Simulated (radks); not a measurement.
Results of a calculation; reference values are marked as such.
Task: Isoelectronic series with 15 electrons, each ion in its NIST ground configuration. Level of theory: scalar-relativistic Kohn-Sham, PBE, spin-polarised, spherical densities, finite nucleus; open shells are filled with parallel spins first (spin-orbit coupling, left out, can overturn this in heavy ions); Fermi nuclear charge, rms radius of each element as measured or else 0.836 A^(1/3) + 0.57 fm (a radial shooting solver on a logarithmic mesh with Libxc functionals). Total energies (hartree) and mean radii <r> (bohr) (* marks an orbital that is empty in some or all of the ions):

ion    configuration  E (hartree)  3p down*   3p up  3s down   3s up  2p down
Te37+   [Ne] 3s2 3p3  -5644.59708    0.2806  0.2801   0.2893  0.2887   0.1032
I38+    [Ne] 3s2 3p3  -5884.59765    0.2741  0.2736   0.2825  0.2819   0.1009
Xe39+   [Ne] 3s2 3p3  -6130.10492    0.2678  0.2674   0.2760  0.2755  0.09876
Cs40+   [Ne] 3s2 3p3   -6381.1674    0.2619  0.2614   0.2698  0.2693  0.09670
Ba41+   [Ne] 3s2 3p3   -6637.8273    0.2561  0.2557   0.2638  0.2634  0.09471
La42+   [Ne] 3s2 3p3   -6900.1358    0.2506  0.2502   0.2581  0.2576  0.09279
Ce43+   [Ne] 3s2 3p3   -7168.1391    0.2454  0.2450   0.2526  0.2521  0.09095
Pr44+   [Ne] 3s2 3p3   -7441.8896    0.2403  0.2399   0.2473  0.2468  0.08917
Nd45+   [Ne] 3s2 3p3   -7721.4373    0.2354  0.2351   0.2422  0.2417  0.08745
Pm46+   [Ne] 3s2 3p3   -8006.8310    0.2307  0.2304   0.2372  0.2368  0.08579
Sm47+   [Ne] 3s2 3p3   -8298.1145    0.2262  0.2259   0.2324  0.2321  0.08419
Eu48+   [Ne] 3s2 3p3   -8595.3821    0.2218  0.2215   0.2278  0.2275  0.08264
Gd49+   [Ne] 3s2 3p3   -8898.6693    0.2176  0.2173   0.2234  0.2230  0.08115
Tb50+   [Ne] 3s2 3p3   -9208.0873    0.2136  0.2133   0.2191  0.2187  0.07970
Dy51+   [Ne] 3s2 3p3   -9523.5709    0.2096  0.2094   0.2149  0.2146  0.07830
Er53+   [Ne] 3s2 3p3  -10173.3498    0.2022  0.2019   0.2070  0.2067  0.07562
Tm54+   [Ne] 3s2 3p3  -10507.7561    0.1986  0.1984   0.2032  0.2029  0.07434
Yb55+   [Ne] 3s2 3p3  -10848.5352    0.1952  0.1949   0.1995  0.1992  0.07310

Estimate the row of Ho52+ ([Ne] 3s2 3p3).

Result: E (hartree) -9845.3319; 3p down* 0.2059; 3p up 0.2056; 3s down 0.2109; 3s up 0.2106; 2p down 0.07694.
